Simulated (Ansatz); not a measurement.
The cluster Si2S2, relaxed as a quintet with UKS PBE0-D4/def2-TZVP in Ansatz, starting from the PBE0-D4/def2-TZVP geometry of the neutral singlet. Force threshold 0.02 eV/Å.

At PBE0-D4/def2-TZVP a singlet of charge 0 lies 4.10 eV below the quintet, each at its own geometry. The structure comes from a short search, and lower isomers may exist.

Start:

```xyz
4

Si   -0.701    1.227    0.112
Si    1.018   -0.955   -0.249
S    -0.676   -0.295   -1.435
S     0.359    0.023    1.572
```

| step | energy (eV) | largest force component (eV/Å) | SCF passes |
| --- | --- | --- | --- |
| 1 | -37410.1676 | 1.075 | 76 |
| 2 | -37410.4968 | 0.507 | 25 |
| 3 | -37410.4984 | 0.316 | 20 |
| 4 | -37410.5336 | 0.141 | 20 |
| 5 | -37410.5350 | 0.038 | 22 |
| 6 | -37410.5351 | 0.001 | 16 |

Force components are those of the run's own axes.

End:

```xyz
4

Si   -0.6070    1.0971    0.0930
Si    0.9136   -0.8336   -0.2264
S    -0.7156   -0.3045   -1.5670
S     0.4090    0.0409    1.7004
```

By distances, no bond broke or formed. The bond that changes most is Si1–Si2, from 2.80 to 2.48 Å (atoms count from 1).

No frequencies were taken in this run, so the end may be a saddle point.

It took 13 s on 4 threads of Arm Neoverse V2 on a shared host.
